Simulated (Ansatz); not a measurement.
A nudged elastic band was laid between two geometries of Cl2Zn + H2 (5 atoms, charge 0, multiplicity 1).

These are results of Ansatz, RKS LDA/def2-SVP, not measurements.

```json
{
 "movable images": "5",
 "climbing image": "yes",
 "spring": "5.0 eV/Å²",
 "optimiser": "quadratic models (default)",
 "start path": "through a guess of the saddle point",
 "force threshold": "0.05 eV/Å",
 "iteration limit": "60",
 "end points": "relaxed"
}
```

Initial state:

```xyz
5
Properties=species:S:1:pos:R:3
Zn 0.147 0.000 0.330
Cl 0.725 0.000 2.325
Cl -0.136 0.000 -1.728
H -2.092 0.000 0.401
H -1.928 0.000 1.175
```

Final state:

```xyz
5
Properties=species:S:1:pos:R:3
Zn -0.888 0.000 -0.350
Cl 0.236 0.000 2.094
Cl 0.694 0.000 -1.706
H -2.250 0.000 0.348
H -1.076 0.000 2.118
```

Task: What changes between the two ends?

Result: Bonds broken: Zn1–Cl2, H4–H5. Bonds formed: Zn1–H4, Cl2–H5. Cl2Zn + H2 becomes Cl2H2Zn.

Task: Give the energies along the band, and the barrier.

Result: It converged. The highest image is number 4 of 0 to 6, 90.6 kJ/mol above the first end and 13.3 kJ/mol above the last; the last end lies 77.4 kJ/mol above the first. A vibrational analysis at the climbing image gives one clearly imaginary mode, 496i cm⁻¹: a first-order saddle point. The orbitals stay closed-shell, which can raise the energy where a bond breaks towards radicals; this wasn't checked here.

```
image  path coordinate (Å)  energy (kJ/mol)  Zn1–Cl2 (Å)  H4–H5 (Å)  Zn1–H4 (Å)
    0                 0.00              0.0         2.08       0.79        2.24
    1                 0.41              2.8         2.09       0.79        2.33
    2                 0.83             18.3         2.12       0.81        2.14
    3                 1.24             58.6         2.21       0.89        1.85
    4                 1.65             90.6         2.40       1.17        1.65
    5                 2.09             78.9         2.67       1.63        1.55
    6                 2.54             77.4         2.69       2.12        1.53
```

Task: What is the geometry of the highest image?

Result: 
```xyz
5
Properties=species:S:1:pos:R:3:forces:R:3
Zn -0.624 0.000 -0.102 -0.01 0.00 0.01
Cl 0.194 0.000 2.153 -0.01 0.00 0.00
Cl 0.421 0.000 -1.896 0.00 0.00 0.00
H -2.035 0.000 0.747 0.01 0.00 0.00
H -1.241 0.000 1.601 0.01 0.00 -0.01
```

Task: What are the harmonic wavenumbers there?

Result: 496i, 111, 234, 438, 488, 888, 931, 1352, 1661 cm⁻¹.

The band took 6 iterations and of the order of 50 core-seconds.

Run time: 46 s on 1 thread of Arm Neoverse V1, on a shared host, peak memory 0.16 GiB.
